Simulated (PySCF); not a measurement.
# Relaxation of quintet PdH₄

These are results of UPBE0/[Pd def2-TZVP with ECP28, H def2-TZVP], scalar-relativistic core potentials, density fitting, no spin–orbit coupling, PySCF, not measurements. A (50,194) grid was used.

A start displaced from a saddle point along its imaginary mode, with no symmetry imposed:

```xyz
5
charge 0 multiplicity 5, angstrom
Pd    0.0027    0.0027    0.0000
H    -0.1090    1.5017   -0.7940
H    -0.1090   -1.5697   -0.7201
H     1.5017   -0.1090    0.7940
H    -1.5697   -0.1090    0.7201
```

Optimiser trace:
```
step  E − E(last) (kJ/mol)  largest gradient (Eh/bohr)
   0                 10.99                     0.00098
   1                 10.78                     0.00134
   2                 10.54                     0.00187
   3                 10.21                     0.00244
   4                  9.75                     0.00306
   5                  9.09                     0.00370
   6                  8.13                     0.00426
   7                  6.87                     0.00453
   8                  5.39                     0.00435
   9                  3.94                     0.00372
  10                  3.47                     0.00728
  11                  0.50                     0.00163
  12                  0.26                     0.00139
  13                  0.04                     0.00117
  14                  0.02                     0.00077
  15                  0.00                     0.00013
  16                  0.00                     0.00002
```

It ends at C2v with Pd–H 1.662 Å (×2), Pd–H 1.776 Å (×2); H–Pd–H 67.5°, H–Pd–H 114.7° (×4), H–Pd–H 119.6° (after a last refinement on a finer grid). A frequency run shows a minimum. Other isomers or separated fragments may lie lower.

Final geometry:
```xyz
5
charge 0 multiplicity 5, angstrom
Pd    0.0083    0.0083    0.0000
H    -0.1553    1.3531   -0.9620
H    -0.5688   -1.5033   -0.7327
H     1.3531   -0.1553    0.9620
H    -1.5033   -0.5688    0.7327
```

Other spin states or occupations of the open shell can lie lower. At this level a singlet minimum of D2 symmetry lies 623 kJ/mol below this structure.

The relaxation took of the order of 70 core-seconds on a shared host.
